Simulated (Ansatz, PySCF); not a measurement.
The PySCF input:
```python
from pyscf import gto, scf, dft

mol = gto.Mole()
mol.atom = '''
    Be   -0.493302    0.641188   -0.516111
    C     1.245745    0.062473   -0.900229
    H     1.263635   -1.033426   -1.017434
    H     1.911223    0.269058   -0.045991
    H     1.790759    0.449634   -1.782472
    C    -1.128045   -0.215458    1.023370
    H    -1.111348   -1.308726    0.882850
    H    -2.138828    0.002781    1.418309
    H    -0.448429   -0.026168    1.870332
'''
mol.basis = 'def2-svpd'
mol.charge = -1
mol.spin = 1
mol.verbose = 4
mol.build()

mf = dft.UKS(mol)
mf.xc = 'pbe'
mf.grids.atom_grid = (99, 590)
mf.grids.prune = None
mf.kernel()
```

Q: Convert this to an input for Ansatz (an electronic-structure program).

A: Several could match; the one computed here: 
Ansatz 0.2 input:
```yaml
crystal:
  periodic: [false, false, false]
  atoms:
    - {symbol: Be, position_ang: [-0.49330245, 0.64118837, -0.51611087]}
    - {symbol: C, position_ang: [1.24574494, 0.06247317, -0.90022893]}
    - {symbol: H, position_ang: [1.26363474, -1.03342580, -1.01743396]}
    - {symbol: H, position_ang: [1.91122315, 0.26905777, -0.04599114]}
    - {symbol: H, position_ang: [1.79075906, 0.44963440, -1.78247158]}
    - {symbol: C, position_ang: [-1.12804535, -0.21545763, 1.02337050]}
    - {symbol: H, position_ang: [-1.11134760, -1.30872602, 0.88284988]}
    - {symbol: H, position_ang: [-2.13882794, 0.00278119, 1.41830932]}
    - {symbol: H, position_ang: [-0.44842916, -0.02616823, 1.87033152]}
basis:
  gaussian:
    orbitals: def2-SVPD
hamiltonian:
  xc: pbe
total_charge: -1
magnetization: {spin_polarized: true, initial_magnetization: 1}
accuracy: high
```

Both were run: PySCF gave -94.311327 Eh and Ansatz -94.311327 Eh, 0.000 mEh apart.
